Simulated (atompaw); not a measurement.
Building the PAW (atompaw) potential for iodine (LDA (PW92), scalar-relativistic).

```json
{"Element": "I", "Generator": "atompaw 4.2.0.5", "Type": "PAW", "Functional": "LDA (PW92)", "Relativity": "scalar-relativistic", "Frozen core": "[Kr]", "Valence charge": "17", "Reference configuration": "4d10 5s2 5p5", "Partial waves": "5s (bound): rc 1.95 bohr; 5s channel at -0.65 Ry: rc 1.95 bohr; 5p (bound): rc 2.25 bohr; 5p channel at -0.1 Ry: rc 2.25 bohr; 4d (bound): rc 2.25 bohr; 4d channel at -0.7 Ry: rc 2.25 bohr", "Local potential": "troulliermartins scheme with l = 3 at 0.5 Ry, radius 1.50 bohr", "Core correction": "smooth core density matched at 1.35 bohr", "Augmentation charge": "besselshape compensation charge, radius 2.10 bohr; PAW radius 2.25 bohr; waves and projectors: custom rrkj vanderbiltortho"}
```

All-electron outer shells of the reference configuration (LDA (PW92), scalar-relativistic, ld1.x):

```tsv
shell	level (eV)	outermost node (bohr)	outermost maximum (bohr)
4s	-180.16	0.37	0.68
4p	-127.34	0.37	0.72
4d	-50.33	0.35	0.78
5s	-17.65	0.88	1.70
5p	-7.24	0.96	2.02
```

Task: Estimate the cutoffs (Ry, on a coarse ladder) from which the occupation-weighted sum of valence levels, in a spherical-Bessel basis at the reference potential, stays within 10 and 1 mRy of its value at 400 Ry.

Result: 21 Ry and 35 Ry.

Task: Does the potential have ghost states?

Result: Ghost states, extra bound levels that the all-electron valence spectrum of the same l lacks: s at -2591.3 eV, p at -443.2 eV. A true bound ghost makes a file unfit for plane-wave use.

Task: Is the overlap operator S = 1 + Σ q|β⟩⟨β| positive definite (Bessel basis up to 400 Ry)?

Result: Barely: its lowest eigenvalue is 0.026 (s channel).

Task: Which valence shell sets the plane-wave cutoff?

Result: 4d: its level needs 21 Ry to come within 1 mRy, against 15 Ry for 5s.
